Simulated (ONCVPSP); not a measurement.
Ranking ONCV potentials for Si

All share these settings but for the change named:

- Element: silicon
- Generator: ONCVPSP 4.0.1
- Type: optimised norm-conserving Vanderbilt (ONCV)
- Functional: PBE
- Relativity: scalar-relativistic
- Frozen core: [He]
- Valence charge: 12
- Reference configuration: 2s2 2p6 3s2 3p1 (charge +1)
- Partial waves: 2s+3s: rc 1.10 bohr, ncon 5, nbas 9, qcut 9.4 1/bohr, 2 projectors; 2p+3p: rc 0.80 bohr, ncon 3, nbas 7, qcut 18.6 1/bohr, 2 projectors
- Local potential: polynomial inside 0.70 bohr (lpopt 4, dvloc0 3 Ha)
- Core correction: Teter function, fcfact 3, rcfact 1.25

Cutoff: the first of the cutoffs (Ha) at which the residual kinetic energy of the hardest occupied pseudo-wave falls to 1 and 0.1 mHa per electron; the density cutoff is not measured.

The base gives 125 Ha.

Of 9 variants that were run, those that failed, showed a ghost or another fault, or gave nearly equal values are left out.

A variant can come out equal or close to the base.

(1) Rank these variants from softest to hardest (loose cutoff).
A. p: rc 0.56; local potential polynomial inside 0.56 bohr (lpopt 4, dvloc0 3 Ha)
B. s: qcut 6.6; p: qcut 13
C. reference 2s2 2p6 3s1 3p3
D. core [Ne], valence charge 4; reference 3s2 3p2; waves now 3s: rc 1.70 bohr, ncon 4, nbas 8, qcut 4.1 1/bohr, 2 projectors, debl 1 Ha; 3p: rc 1.75 bohr, ncon 4, nbas 9, qcut 4.4 1/bohr, 1 projector; local potential polynomial inside 1.65 bohr (lpopt 2, dvloc0 0 Ha)

Answers

(1) D (8 Ha), B (89 Ha), C (125 Ha), A (162 Ha).
